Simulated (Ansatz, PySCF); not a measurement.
C2H9FOSi2, SMILES [SiH2]([Si@H](OC)F)C. Atoms are numbered in the order given.

```xyz
15

C      2.8020     0.0521    -0.0078
O      1.4322    -0.1735     0.2563
Si     0.1919    -0.0446    -0.8372
F      0.0269     1.5247    -1.2773
Si    -1.7053    -0.7177     0.3511
C     -1.7218     0.2171     1.9918
H      3.1279    -0.4443    -0.9410
H      3.3950    -0.3559     0.8250
H      3.0198     1.1309    -0.0954
H      0.5460    -0.7682    -2.0945
H     -1.6261    -2.1938     0.5739
H     -2.9368    -0.4397    -0.4481
H     -1.8149     1.2997     1.8130
H     -2.5580    -0.1041     2.6321
H     -0.7761     0.0397     2.5269
```
Charge 0, spin multiplicity 1.

Coordinates come from a B3LYP-D3(BJ)/def2-SVP optimisation. The structure was generated by enumeration; whether it is a known compound was not checked. The values are those of a single conformer.

Two levels are set side by side: PBE-D3(BJ)/def2-SVP (Ansatz, a first-principles code) and B3LYP-D3(BJ)/def2-SVP (Ansatz). Each level has its own optimised geometry; the coordinates shown are those of the second. Frequencies come from the Hessian of PySCF at each geometry. Differences are taken from unrounded values.

```tsv
quantity	B3LYP-D3(BJ)
mean bond length (Å)	1.431
bond C1–O2 (Å)	1.413
bond O2–Si3 (Å)	1.659
bond Si3–F4 (Å)	1.638
bond Si3–Si5 (Å)	2.338
bond Si5–C6 (Å)	1.888
bond C1–H7 (Å)	1.106
bond C1–H8 (Å)	1.101
bond C1–H9 (Å)	1.104
bond Si3–H10 (Å)	1.493
bond Si5–H11 (Å)	1.495
bond Si5–H12 (Å)	1.494
bond C6–H13 (Å)	1.101
bond C6–H14 (Å)	1.101
bond C6–H15 (Å)	1.101
highest harmonic wavenumber (cm⁻¹)	3135
mean harmonic wavenumber (cm⁻¹)	1218
zero-point energy (kcal/mol)	67.88
```

Task: What does PBE-D3(BJ) give, and how far is it from B3LYP-D3(BJ)? (The exact figures need the calculation; the answer reports its results.)

Result: 
```tsv
quantity	PBE-D3(BJ)	PBE-D3(BJ) minus B3LYP-D3(BJ)
mean bond length (Å)	1.440	0.009
bond C1–O2 (Å)	1.418	0.005
bond O2–Si3 (Å)	1.673	0.015
bond Si3–F4 (Å)	1.650	0.011
bond Si3–Si5 (Å)	2.343	0.005
bond Si5–C6 (Å)	1.893	0.005
bond C1–H7 (Å)	1.115	0.009
bond C1–H8 (Å)	1.109	0.008
bond C1–H9 (Å)	1.112	0.008
bond Si3–H10 (Å)	1.508	0.015
bond Si5–H11 (Å)	1.508	0.013
bond Si5–H12 (Å)	1.507	0.013
bond C6–H13 (Å)	1.108	0.007
bond C6–H14 (Å)	1.108	0.007
bond C6–H15 (Å)	1.108	0.007
highest harmonic wavenumber (cm⁻¹)	3089	-46
mean harmonic wavenumber (cm⁻¹)	1183	-34
zero-point energy (kcal/mol)	65.98	-1.91
```

Exact exchange shortens and stiffens bonds; PBE has none. Differences between two approximate levels are no errors against the true value.
